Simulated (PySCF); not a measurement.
Br3Sb, singlet, at a GFN2-xTB geometry (all electrons, no relativity); M06L/STO-3G in PySCF.

Here is a job for PySCF.
```python
from pyscf import gto, scf, dft

mol = gto.Mole()
mol.atom = '''
    Sb   -0.00413985   -0.01064399    0.88516115
    Br    0.53481106   -2.11563932   -0.45294609
    Br    1.57237210    1.52686154   -0.40429270
    Br   -2.10115080    0.60428760   -0.43256745
'''
mol.basis = 'sto-3g'
mol.verbose = 4
mol.build()

mf = dft.RKS(mol)
mf.xc = 'm06l'
mf.grids.level = 5
mf.kernel()
```

Output, abridged:

```
PySCF version 2.14.0

[INPUT] verbose = 4
[INPUT] num. atoms = 4
[INPUT] num. electrons = 156
[INPUT] charge = 0
[INPUT] spin (= nelec alpha-beta = 2S) = 0
[INPUT] symmetry False subgroup None
[INPUT] Mole.unit = angstrom
[INPUT] Symbol           X                Y                Z      unit          X                Y                Z       unit  Magmom
[INPUT]  1 Sb    -0.004139850000  -0.010643990000   0.885161150000 AA   -0.007823182697  -0.020114225973   1.672712149605 Bohr   0.0
[INPUT]  2 Br     0.534811060000  -2.115639320000  -0.452946090000 AA    1.010646431788  -3.997978893161  -0.855944059293 Bohr   0.0
[INPUT]  3 Br     1.572372100000   1.526861540000  -0.404292700000 AA    2.971352634907   2.885350140732  -0.764002477161 Bohr   0.0
[INPUT]  4 Br    -2.101150800000   0.604287600000  -0.432567450000 AA   -3.970599558411   1.141938064471  -0.817434010901 Bohr   0.0

nuclear repulsion = 1623.89210725359
number of shells = 35
number of NR pGTOs = 243
number of NR cGTOs = 81
basis = sto-3g
ecp = {}

******** <class 'pyscf.dft.rks.RKS'> ********
method = RKS
initial guess = minao
damping factor = 0
level_shift factor = 0
DIIS = <class 'pyscf.scf.diis.CDIIS'>
diis_start_cycle = 1
diis_space = 8
diis_damp = 0
SCF conv_tol = 1e-09
SCF conv_tol_grad = None
SCF max_cycles = 50
direct_scf = True
direct_scf_tol = 1e-13
XC library pyscf.dft.libxc version 7.1.2
    S. Lehtola, C. Steigemann, M. J. T. Oliveira, and M. A. L. Marques,  SoftwareX 7, 1–5 (2018)
XC functionals = m06l
    Y. Zhao and D. G. Truhlar,  J. Chem. Phys. 125, 194101 (2006)
    Y. Zhao and D. G. Truhlar,  J. Chem. Phys. 125, 194101 (2006)
    Y. Zhao and D. G. Truhlar,  Theor. Chem. Acc. 120, 215 (2008)
radial grids:
    Treutler-Ahlrichs [JCP 102, 346 (1995); DOI:10.1063/1.469408] (M4) radial grids

becke partition: Becke, JCP 88, 2547 (1988); DOI:10.1063/1.454033
pruning grids: <function nwchem_prune>
grids dens level: 5
symmetrized grids: False
atomic radii adjust function: <function treutler_atomic_radii_adjust>
small_rho_cutoff = 0
Set gradient conv threshold to 3.16228e-05
Initial guess from minao.
tot grids = 181216
init E= -13863.4703154646
  HOMO = -0.807683767169616  LUMO = -0.645588831631637  gap/eV = 4.41083
cycle= 1 E= -13891.9500222656  delta_E= -28.5  |g|= 0.256  |ddm|= 2.91
  HOMO = -0.148494866236293  LUMO = -0.00615538702492039  gap/eV = 3.87325
cycle= 2 E= -13891.9536928069  delta_E= -0.00367  |g|= 0.153  |ddm|= 0.828
  HOMO = -0.151195235277953  LUMO = 0.0156192499501681  gap/eV = 4.53925
cycle= 3 E= -13891.9625944569  delta_E= -0.0089  |g|= 0.0987  |ddm|= 0.701
  HOMO = -0.154530337075846  LUMO = 0.00358393093355911  gap/eV = 4.30251
cycle= 4 E= -13891.9693056772  delta_E= -0.00671  |g|= 0.00205  |ddm|= 0.284
  HOMO = -0.154334424276937  LUMO = 0.00385219234358717  gap/eV = 4.30448
cycle= 5 E= -13891.9693087174  delta_E= -3.04e-06  |g|= 0.000158  |ddm|= 0.00684
  HOMO = -0.154344021749148  LUMO = 0.00384115679581612  gap/eV = 4.30444
cycle= 6 E= -13891.9693087356  delta_E= -1.83e-08  |g|= 1.18e-05  |ddm|= 0.000603
  HOMO = -0.154344038399485  LUMO = 0.00384313563431668  gap/eV = 4.30449
cycle= 7 E= -13891.9693087357  delta_E= -1.06e-10  |g|= 1.09e-05  |ddm|= 9.25e-05
  HOMO = -0.154344004850197  LUMO = 0.00384254421379664  gap/eV = 4.30448
Extra cycle  E= -13891.9693087355  delta_E= 1.91e-10  |g|= 1.71e-05  |ddm|= 0.000114
converged SCF energy = -13891.9693087355
```
